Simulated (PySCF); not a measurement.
CH₃BrFIn, SMILES [CH3][In]([F])[Br].

Geometry: B3LYP-D3(BJ)/def2-SVP. The structure was generated by enumeration; whether it is a known compound was not checked. The def2 effective core potentials stand for the cores of In; spin–orbit coupling is left out.

These are PBE/def2-TZVP in PySCF values and carry that method's errors.

Symmetry labels are those of the subgroup Cs that the program uses (full group Cs).

Computed valence orbital energies around the gap with their symmetry:
| orbital | symmetry | energy (eV) |
|---|---|---|
| HOMO−7 | A" | -10.67 |
| HOMO−6 | A' | -10.66 |
| HOMO−5 | A' | -8.60 |
| HOMO−4 | A' | -8.49 |
| HOMO−3 | A" | -8.33 |
| HOMO−2 | A' | -7.58 |
| HOMO−1 | A" | -7.20 |
| HOMO | A' | -6.99 |
| LUMO | A' | -2.80 |
| LUMO+1 | A" | -2.18 |
| LUMO+2 | A' | -0.16 |
| LUMO+3 | A' | -0.04 |
